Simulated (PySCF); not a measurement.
Species: C₄H₈OPSi (doublet state).
Z-matrix (Å and degrees, GFN2-xTB geometry), rows numbered from 1:
```
O 
C   1  1.1980
C   2  1.5028  1  125.61
C   3  1.4990  2  112.61  1  -133.73
C   4  1.3344  3  124.64  2    30.77
Si  5  1.8645  4  122.99  3  -177.19
P   6  2.2323  5  110.90  4   -13.56
H   2  1.1088  1  121.22  3   179.23
H   3  1.0949  2  107.03  1   106.18
H   3  1.0947  2  109.45  1   -10.13
H   4  1.0846  3  115.80  2  -151.35
H   5  1.0828  4  118.71  3    -1.70
H   6  1.4695  5  110.94  4  -138.61
H   7  1.3834  6   94.84  5   178.29
H   7  1.3862  6   96.27  5    85.42
```

The hyperfine couplings belong to this conformer and change with its torsions.

Identity: `O=CC/C=C/[SiH]P` [radical].

Method: UKS B3LYP, pcH-1 on C H O P Si, non-relativistic, mean-field spin-orbit, GIAO in PySCF. Geometry: GFN2-xTB, one conformer, isolated molecule. A GFN2-xTB geometry isn't a minimum of the functional, and hyperfine couplings can be far from their values at a DFT geometry, by a factor of two or more for some ions and for spin on atoms past the first row. Stability of the SCF solution: not tested.

Question: Where do the isotropic ENDOR lines of H13, H14/H15, H9/H10, H11, H12 and P7 fall at 343.4 mT, to first order?

Answer: ν± = |νn ± a/2|, one line for each electron-spin manifold; νn = |g_N| × 7.62259 MHz/T × B.

```csv
nuclei,isotope,g_N,νn (MHz),a_iso (MHz),lower line (MHz),upper line (MHz)
H13,1H,5.5857,14.62,32.55,1.65,30.89
H14/H15,1H,5.5857,14.62,20.42,4.41,24.83
H9/H10,1H,5.5857,14.62,16.14,6.55,22.69
H11,1H,5.5857,14.62,-10.35,9.45,19.80
H12,1H,5.5857,14.62,2.33,13.46,15.79
P7,31P,2.2632,5.92,-0.68,5.58,6.27
```

Question: Which pairs are centred on the nuclear Larmor frequency, and which on half the coupling?

Answer: Centred on νn, since |a| < 2νn: H14/H15, H9/H10, H11, H12 and P7. Centred on |a|/2 and split by 2νn: H13.

Question: At what field would the lower line of H13 fall to zero frequency?

Answer: Where νn = |a|/2, that is B = 16.27 MHz/(5.5857 × 7.62259 MHz/T) = 382 mT, as far as first order holds there.

Class means assume fast exchange of nuclei equivalent by connectivity; if that motion is slow, each nucleus keeps its own coupling. The 1H value of +20.4 MHz is a mean of couplings from 4.5 to 36.3 MHz in this one geometry, not an average over conformers. The 1H value of +16.1 MHz is a mean of couplings from 10.0 to 22.3 MHz in this one geometry, not an average over conformers.

Hardware: AMD EPYC 7R43, one thread, shared host with 256 logical CPUs at a one-minute load of 41. Cost: 63 s wall (with the writing of density and orbital grids), 1.1 GiB resident at most.
